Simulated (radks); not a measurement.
Results of a calculation; reference values are marked as such.
Removal energies from the samarium ion Sm+, [Xe] 4f6 6s1, by Delta-SCF beside the eigenvalue of the level emptied. Level of theory: scalar-relativistic Kohn-Sham, LDA (Slater exchange, Perdew-Wang correlation), spin-polarised, spherical densities, finite nucleus; Fermi nuclear charge, rms radius of each element as measured or else 0.836 A^(1/3) + 0.57 fm (a radial shooting solver on a logarithmic mesh with Libxc functionals). Open shells are filled with parallel spins first.

removed from        final configuration  Delta-SCF (eV)  -eigenvalue (eV)
6s                             [Xe] 4f6          11.558             9.019
4f                         [Xe] 4f5 6s1          17.624            10.008
5p            [Kr] 4d10 4f6 5s2 5p5 6s1          33.529            28.136
5s            [Kr] 4d10 4f6 5s1 5p6 6s1          53.787            47.839
